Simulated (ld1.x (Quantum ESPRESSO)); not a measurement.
tin (Sn): one change to a TM potential, before and after

tin (Sn), norm-conserving Troullier–Martins (Kleinman–Bylander form), made with ld1.x (Quantum ESPRESSO) 7.5 (PBEsol, fully relativistic). Core [Kr], reference 4d10 5s1 5p0 (charge +3). Waves: 5s (bound): rc 1.50 bohr; 5p (bound, empty): rc 1.75 bohr; 4d (bound): rc 1.55 bohr. Local part: all-electron potential smoothed inside 1.55 bohr (lloc = -2). Core correction: none.

Open shells are filled in proportion to 2j + 1 (rel_dist='average').

All-electron outer shells of the reference configuration (PBEsol, scalar-relativistic, ld1.x):

```tsv
shell	level (eV)	outermost node (bohr)	outermost maximum (bohr)
4p	-119.09	0.41	0.79
4d	-55.06	0.39	0.88
5s	-35.96	0.98	1.89
5p	-26.71	1.07	2.20
```

Change: reference 4d10 5s2 5p1.5.

Cutoffs: the cutoffs (Ry, on a coarse ladder) from which the occupation-weighted sum of valence levels, in a spherical-Bessel basis at the reference potential, stays within 10 and 1 mRy of its value at 400 Ry; they do not see the model core or the augmentation charge, which bear on the density cutoff. Errors are all-electron minus pseudo energies relative to the spin-unpolarised reference configuration.

Question: What does the change do?

Answer: The potential gets neither clearly harder nor softer (90 Ry and 140 Ry → 90 Ry and 160 Ry); both files keep a bound ghost (s); the range in which the s phases agree widens (upper end -2.3 → -0.7); the range in which the p1/2 phases agree widens (upper end -1.3 → 0.2).

```tsv
quantity	base	changed
cutoff, loose	90 Ry	90 Ry
cutoff, tight	140 Ry	160 Ry
bound ghosts	s	s
largest error over its own tests, meV	+199	+620
s: phases at 1.91 bohr within 0.05 rad from the reference energy up to (Ry; the scan ends near 5)	-2.3	-0.7
p1/2: phases at 1.91 bohr within 0.05 rad from the reference energy up to (Ry; the scan ends near 5)	-1.3	0.2
p3/2: phases at 1.91 bohr within 0.05 rad from the reference energy up to (Ry; the scan ends near 5)	-1.3	0.2
d3/2: phases at 1.91 bohr within 0.05 rad from the reference energy up to (Ry; the scan ends near 5)	0.2	2.1
d5/2: phases at 1.91 bohr within 0.05 rad from the reference energy up to (Ry; the scan ends near 5)	0.3	2.2
```

 A true bound ghost makes a file unfit for plane-wave use even where its test errors are small: the radial tests pick states by their node count and pass the ghost by.
